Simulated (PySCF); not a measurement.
C2H2N, SMILES [CH2-]C#N, charge -1. Atoms are numbered in the order given.

```xyz
5

C     -1.2016     0.0882     0.0000
C      0.1803    -0.0014     0.0000
N      1.3624    -0.0117     0.0000
H     -1.7044    -0.2195    -0.9151
H     -1.7044    -0.2195     0.9151
```
Charge -1, spin multiplicity 1.

Geometry: r2SCAN-D4/def2-TZVPD.

These are PBE/def2-TZVPD run with PySCF values and carry that method's errors.

The molecule is in vacuum. A positive occupied level means that this level leaves the electron formally unbound; only the finite basis holds it.

Computed frontier levels, gap, dipole moment and polarisability:
```yaml
highest_occupied_level: 1.60 eV
lowest_empty_level: 4.11 eV
orbital_gap: 2.51 eV
dipole_moment_about_the_centre_of_nuclear_charge: 1.56 D
mean_static_polarisability: 50.5 bohr³ (7.48 Å³)
polarisability_principal_values: 36.3, 44.6, 70.4 bohr³
```
